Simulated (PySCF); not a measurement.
# Correlation energy of As²⁺ (arsenic, charge +2)

Starting occupation: [Ar] 3d10 4s2 4p1, 4p1/2 with m_j = +1/2. Computed with PySCF 2.14 in x2c-TZVPall-2c (6s7p4d1f, 54 functions), with X2C-1e with screened-nucleus spin-orbit coupling, Gaussian nucleus. Frozen: [Ne]; 21 electrons correlated.

MP2 pair energies summed by pair of shells (mhartree):

```csv
pair,energy,share (%)
3d3/2-3d5/2,-49.87,16.1
3d5/2-3d5/2,-34.42,11.1
3d5/2-3p3/2,-34.24,11.1
3d3/2-3p3/2,-23.38,7.5
4s1/2-4s1/2,-21.68,7.0
4p1/2-4s1/2,-16.49,5.3
3d5/2-3p1/2,-16.08,5.2
3d3/2-3d3/2,-14.11,4.6
3p1/2-3p3/2,-11.94,3.9
3d5/2-3s1/2,-11.27,3.6
3p3/2-3p3/2,-11.24,3.6
3d5/2-4s1/2,-11.18,3.6
3d3/2-3p1/2,-9.96,3.2
3p3/2-3s1/2,-7.80,2.5
3d3/2-3s1/2,-7.46,2.4
3d3/2-4s1/2,-7.40,2.4
3d5/2-4p1/2,-4.01,1.3
3p1/2-3s1/2,-3.72,1.2
3p3/2-4s1/2,-3.22,1.0
3d3/2-4p1/2,-2.88,0.9
3p1/2-3p1/2,-2.22,0.7
3s1/2-3s1/2,-1.47,0.5
3p1/2-4s1/2,-1.31,0.4
3p3/2-4p1/2,-1.11,0.4
3s1/2-4s1/2,-0.67,0.2
3p1/2-4p1/2,-0.34,0.1
3s1/2-4p1/2,-0.25,0.1
```

Total MP2 correlation energy: -309.71 mhartree.

This basis was not built for core-valence correlation, so the inner-shell part is incomplete.
